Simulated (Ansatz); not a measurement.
A nudged elastic band was laid between two geometries of ClH₃OSn (6 atoms, charge 0, multiplicity 1).

Level of theory: RKS BLYP/def2-SVP in Ansatz.

```yaml
movable_images: 7
climbing_image: yes
spring: 5.0 eV/Å²
optimiser: quadratic models (default)
start_path: through a guess of the saddle point
force_threshold: 0.03 eV/Å
iteration_limit: 60
end_points: relaxed
```

First end point:

```xyz
6
Properties=species:S:1:pos:R:3
Sn 0.312 -0.093 -0.010
Cl 0.485 0.089 2.376
H 1.873 0.120 -0.709
O -0.719 1.493 -0.701
H -1.618 1.520 -0.313
H -0.525 -1.580 -0.323
```

Last end point:

```xyz
6
Properties=species:S:1:pos:R:3
Sn -0.153 -0.433 -1.088
Cl 1.618 -0.149 1.651
H 2.538 0.571 1.075
O -1.046 1.411 -0.989
H -1.817 1.397 -0.386
H -1.332 -1.249 0.058
```

Question: Which bonds break or form, and what moves?

Answer: Bonds broken: Sn1–Cl2, Sn1–H3. Bonds formed: Cl2–H3. ClH3OSn becomes ClH + H2OSn.

Question: What energy profile does the band end with?

Answer: The run converged. The highest image is number 3 of 0 to 8, 148.5 kJ/mol above the first end and 88.4 kJ/mol above the last; the last end lies 60.1 kJ/mol above the first. A vibrational analysis at the climbing image gives one clearly imaginary mode, 831i cm⁻¹: a first-order saddle point. The orbitals stay closed-shell, which can raise the energy where a bond breaks towards radicals; this wasn't checked here.

```
image  path coordinate (Å)  energy (kJ/mol)  Sn1–Cl2 (Å)  Sn1–H3 (Å)  Cl2–H3 (Å)
    0                 0.00              0.0         2.40        1.72        3.38
    1                 0.53             12.6         2.40        1.71        3.02
    2                 1.06             82.4         2.48        1.70        2.43
    3                 1.59            148.5         2.70        1.79        1.88
    4                 1.98            108.7         2.86        2.03        1.48
    5                 2.37             73.4         3.17        2.45        1.32
    6                 2.76             65.5         3.28        2.89        1.30
    7                 3.15             61.3         3.27        3.32        1.30
    8                 3.53             60.1         3.27        3.60        1.30
```

Question: What is the geometry of the highest image?

Answer: 
```xyz
6
Properties=species:S:1:pos:R:3
Sn 0.270 -0.105 -0.460
Cl 1.194 0.027 2.078
H 1.855 0.144 0.322
O -0.853 1.559 -0.715
H -1.798 1.377 -0.533
H -0.859 -1.455 -0.372
```

Question: What are the harmonic wavenumbers there?

Answer: 831i, 115, 254, 291, 417, 466, 571, 575, 831, 1557, 1722, 3646 cm⁻¹.

Run time: 3 min on 1 thread of Arm Neoverse V1, with other jobs on the host, peak memory 0.12 GiB.
